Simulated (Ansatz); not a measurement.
Cost and result up the ladder for the cluster Si₅Te₃ (8 atoms). The state is a singlet with charge 0. Geometry: PBE-D4/def2-SVP.

```xyz
8

Si   -0.2533   -0.9534    0.0048
Si   -1.3910    0.0444    1.8329
Si    0.9740    0.4656    2.3545
Si   -1.2668    0.2114   -1.9774
Si    0.8904    1.0272   -1.2427
Te   -0.9932   -2.3560   -1.9682
Te   -0.2811    2.3224    0.8485
Te    2.3209   -0.7616    0.1475
```

Ansatz on 4 threads of Arm Neoverse V1 on a shared host. Times are rough, and most runs start from the orbitals of an earlier one. No level here is sound enough to serve as a yardstick. Binding counts from free atoms at the same level (Si triplet, Te triplet; other spins of the atoms weren't run), without zero-point energy or a counterpoise term.

In the def2 sets Te takes a core potential; there is no spin–orbit coupling. Correlated methods freeze 37 core orbitals; core or outer-core shells of Te are correlated, in sets that lack core-valence functions. The rows differ in basis, and correlated rows in double-zeta sets carry the largest basis error. Another isomer (singlet) lies 0.74 eV lower at PBE0-D4/def2-TZVP; other spin states weren't run for this one.

Run but left out: B2PLYP/def2-TZVP (restricted singlet, unstable in another Hartree–Fock run and untested here).

Correlated methods converge slowly with the basis, most of all in double-zeta sets.

```csv
level,functions,wall time,binding energy per atom (eV),remarks
PBE-D4/def2-TZVP (with forces),335,9.5 s,3.28,restricted SCF unstable in HF
r2SCAN-D4/def2-TZVP,335,18 s,3.07,restricted SCF unstable in HF
r2SCANh-D4/def2-TZVP,335,28 s,3.02,restricted SCF unstable in HF
PBE0-D4/def2-TZVP,335,32 s,3.12,restricted SCF unstable in HF
CCSD(T)/def2-SVP,168,1.7 min,2.52,"large T1 (0.022), restricted SCF unstable"
```
